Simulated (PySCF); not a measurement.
## Two probes of the same atoms: core binding energy and nuclear shielding

Compound: C6H11PSi.
SMILES with atom numbers: `[SiH3:1][CH2:2][P:3]1[CH:4]=[CH:5][CH2:6][CH:7]=[CH:8]1`

Structure used (PBE0-D3(BJ)/def2-SVP), in Å, numbered top down from 1:
```
atom  x, y, z in Å
Si1    2.228    0.648   -0.432
C2     1.658   -1.143   -0.603
P3    -0.129   -1.538   -0.228
C4    -0.374   -0.684    1.357
C5    -1.283    0.273    1.580
C6    -2.190    0.882    0.556
C7    -1.865    0.572   -0.872
C8    -1.001   -0.358   -1.299
H9     1.428    1.553   -1.309
H10    3.666    0.753   -0.839
H11    2.112    1.112    0.982
H12    2.272   -1.789    0.048
H13    1.850   -1.498   -1.631
H14    0.225   -1.051    2.198
H15   -1.395    0.662    2.600
H16   -3.236    0.581    0.768
H17   -2.202    1.980    0.693
H18   -2.395    1.176   -1.618
H19   -0.855   -0.489   -2.377
```

Binding energies: delta-SCF UKS SCAN, pcX-2 on the ionised atom, pcseg-1 elsewhere, spin-free X2C (PySCF 2.14.0). Shieldings: GIAO KT2/pcSseg-1, non-relativistic, same geometry.

```
atom  C 1s (eV)
  C2     289.86
  C4     289.95
  C5     290.10
  C6     290.86
```

What are the absolute isotropic shieldings of these atoms?

| atom | environment | C 1s (eV) | isotropic shielding (ppm) |
| --- | --- | --- | --- |
| C2 | sp3 carbon bound to silicon | 289.86 | 177.6 |
| C4 | alkene CH carbon | 289.95 | 61.4 |
| C5 | alkene CH carbon | 290.10 | 54.0 |
| C6 | allylic carbon | 290.86 | 149.0 |

Among the listed atoms, is the one with the highest binding energy also the least shielded?

No. The highest binding energy is at C6 (290.86 eV, shielding 149.0 ppm), the lowest shielding at C5 (54.0 ppm, 290.10 eV).

By binding energy: C2 < C4 < C5 < C6. By shielding: C5 < C4 < C6 < C2.

Of atoms equivalent by bonding only the ionised one is listed; its partners' own values can differ in this conformer. One conformer (not necessarily the lowest) at the PBE0-D3(BJ)/def2-SVP geometry, without solvent, vibrations or thermal averaging.
